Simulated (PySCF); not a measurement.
**Worked example: chemical shift, span and skew from a shielding tensor**

BFH4O3Si, SMILES [SiH2](F)OB(O)O. Atoms are numbered in the order given.

```xyz
10

Si    -1.4022    -0.5015     0.0636
F     -2.0269     0.2628    -1.2170
O     -0.0421     0.2810     0.5482
B      1.3195     0.2175     0.2938
O      2.1142     1.2304     0.7132
O      1.9074    -0.8219    -0.3525
H     -1.0670    -1.8858    -0.3760
H     -2.3949    -0.4595     1.1592
H      1.6006     1.9201     1.1433
H      1.3014    -1.5228    -0.6045
```

The structure is a stationary point at PBE0-D3(BJ)/def2-SVP. The structure was generated by enumeration, and PubChem lists no compound with its InChIKey, so it may never have been made. The values are those of a single conformer.

GIAO shieldings from PySCF with KT2/pcSseg-1, non-relativistic, no solvent. The symmetric part of the tensor of F2 has the principal values 223.1, 343.9, 391.5 ppm. The same nucleus in CFCl3 has σ = 127.1 ppm at this level (PySCF, at its B3LYP-D3(BJ)/def2-TZVP geometry).

Question: Work out the isotropic shielding, the ¹⁹F shift against CFCl3, the span and the skew.

Answer: 
σ(iso) = (σ11 + σ22 + σ33)/3 = 319.5 ppm. δ = σ(ref) − σ(iso) = 127.1 − (319.5) = -192.4 ppm.
Span Ω = σ33 − σ11 = 168.4 ppm. Skew κ = 3(σ(iso) − σ22)/Ω = -0.43. Tumbling in solution averages the tensor to δ; in a static solid the shielding alone would spread this spin-1/2 line over Ω.
